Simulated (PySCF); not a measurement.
**Electronic absorption of C2H7F3OSi2**

Species: C2H7F3OSi2.
Cartesian coordinates in Å at the PBE0-D3(BJ)/def2-SVP level; atoms count from 1:
```
atom  x, y, z in Å
F1     2.1761   -1.5483    0.0862
C2     2.1006   -0.3010   -0.3939
F3     1.9861   -0.4140   -1.7231
F4     3.2266    0.3258   -0.1197
O5     1.0907    0.3875    0.1441
C6    -0.2407   -0.1473   -0.0719
Si7   -0.9751   -0.6117    1.6218
Si8   -1.2246    1.1440   -1.0669
H9    -0.1875   -1.0687   -0.6777
H10   -1.1497    0.6182    2.4477
H11   -2.3066   -1.2482    1.3877
H12   -0.0636   -1.5658    2.3161
H13   -1.3806    2.3846   -0.2535
H14   -2.5724    0.5772   -1.3739
H15   -0.4947    1.4504   -2.3305
```

Computed with TDDFT CAM-B3LYP/def2-SVPD, vertical, gas phase, core orbitals frozen in the response (PySCF).

```tsv
state	E (eV)	E (hartree)	f	|μ| (D)	symmetry	main configurations (H = HOMO, L = LUMO)
S1	7.47	0.2744	0.048	1.30	A″	H→L+1 (33%), H→L+2 (28%), H→L (24%)
S2	7.58	0.2786	0.0069	0.49	A″	H→L (69%), H→L+2 (21%)
S3	8.14	0.2993	0.032	1.01	A″	H→L+4 (73%), H→L+1 (12%)
S4	8.31	0.3054	0.220	2.64	A″	H→L+1 (41%), H→L+2 (39%)
S5	8.44	0.3101	0.0037	0.34	A′	H→L+3 (50%), H→L+7 (26%), H→L+6 (17%)
S6	8.67	0.3187	0.0032	0.31	A′	H-1→L (69%)
S7	8.77	0.3224	0.0011	0.18	–	H→L+5 (39%), H→L+8 (26%)
S8	8.82	0.3243	0.024	0.85	A′	H-1→L+2 (44%), H-1→L+1 (38%)
S9	8.84	0.3250	0.018	0.72	A″	H-2→L (50%), H→L+5 (9%)
S10	8.88	0.3263	0.026	0.88	A″	H-3→L (47%), H-3→L+2 (9%)
```

Triplets (Tamm–Dancoff): T1 6.90 eV, H→L+2 (43%), H→L+1 (29%), H→L+8 (13%); T2 7.17 eV, H→L (79%); T3 7.82 eV, H→L+4 (34%), H→L+1 (34%); T4 8.09 eV, H→L+3 (39%), H→L+7 (17%), H-1→L (13%).

The lowest singlet lies at 7.47 eV (166 nm, vacuum ultraviolet) and is of moderate strength; its leading configuration is HOMO→LUMO+1 (33%). The most intense listed level is S4 at 8.31 eV (149 nm, f = 0.220), 0.85 eV above S1. Löwdin shares by element: HOMO oxygen 29%, carbon 28% or more, silicon 25% (atoms not listed hold the other 18%); LUMO silicon 42%, hydrogen 7% or more, carbon 7% or more (atoms not listed hold the other 44%). The oscillator strengths of these states sum to 0.382; summed over the whole spectrum of an exact calculation they would give the number of electrons, 82 (Thomas–Reiche–Kuhn). Of the 10 states listed, 6 reach f = 0.01 and none stays under 0.0005. Orbital energies (eV): HOMO-3 -11.42, HOMO-2 -11.28, HOMO-1 -11.05, HOMO -9.76, LUMO 0.81, LUMO+1 1.13, LUMO+2 1.33. The vertical ionisation energy (ΔSCF) is 10.41 eV, 1.53 eV above S10. Symmetry labels in Cs follow from the direction of the transition dipole and are given only for states with f of 0.002 or more. Only the lowest 10 singlets were computed, as vertical energies without vibronic structure.

One conformer stands for the species.

Without π bonds the low states are Rydberg-like; a valence basis with one diffuse set may place them up to an eV too high.
